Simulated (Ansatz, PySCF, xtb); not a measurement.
Process, species as SMILES: CCCC[Si](Cl)(Cl)Cl [butyl(trichloro)silane] + 3 C (CH4) + 3 [SiH4] (SiH4) → 3 CC (C2H6) [ethane] + C[SiH3] [methylsilane] + 3 [SiH3]Cl [chlorosilane]
Each molecule is optimised on its own at B3LYP-D3(BJ)/def2-TZVP (Ansatz, a quantum-chemistry and plane-wave program), one conformer each, not searched for the lowest. Frequencies are from Ansatz or PySCF.

Quantity: bond separation energy (enthalpy at 298 K, with B3LYP-D3(BJ) rigid-rotor harmonic-oscillator terms), in kJ/mol. Correlated levels leave the core frozen unless marked. No spin-orbit coupling. Non-relativistic. CBS marks a two-point X^-3 extrapolation of the correlation energy; Hartree-Fock from the larger set. The bracket is a focal-point correction in the basis named.

| level | program | bond separation energy (kJ/mol) |
|---|---|---|
| GFN2-xTB | xtb | -36.2 |
| HF/6-31G | Ansatz | 13.7 |
| r2SCAN/def2-TZVPD | Ansatz | 59.3 |
| PBE0/def2-QZVPP | Ansatz | 44.3 |
| HSE06-D3(BJ)/def2-TZVPD | Ansatz + dftd3 | 59.6 |
| MP2/6-31G | Ansatz | 53.1 |
| MP2/cc-pV(T+d)Z | Ansatz | 69.0 |

Question: Predict the RI-MP2/CBS(cc-pV(T+d)Z,cc-pV(Q+d)Z)+[CCSD(T)-MP2]/cc-pV(T+d)Z result (Ansatz).

Answer: 62.2 kJ/mol, so MP2/cc-pV(T+d)Z differs from it by 6.8 kJ/mol.
